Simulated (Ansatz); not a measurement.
Frontier orbitals of CH3BrSn, SMILES `[CH3][Sn][Br]`.

The species carries charge 0 and has multiplicity 1. Correlated methods include outer-core shells of Br, Sn, which these sets cover unevenly. Scalar relativity is left out up to krypton. Sn takes the def2 core potential. The structure was optimised at the PBE0-D4/def2-TZVP level. Basis def2-TZVPP, the Gaussian-basis code of Ansatz.

Orbital energies of one run (eV). Highest occupied ones, from the top: -8.80, -10.43, -10.51, -11.08, -13.90, -14.01, -15.40, -22.19, -23.60, -31.13, -31.23, -31.31, -31.50, -31.57. Empty: -0.91, 1.13, 2.10, 3.82, 4.02, 4.23.

(1) Which functional gave them?
A. BLYP
B. HSE06 (plane-wave form)
C. LDA (SPW92)
D. ωB97X-V

Answers

(1) D. HOMO energies: ωB97X-V -8.80, BLYP -5.51, HSE06 -6.27, LDA (SPW92) -5.82 eV.
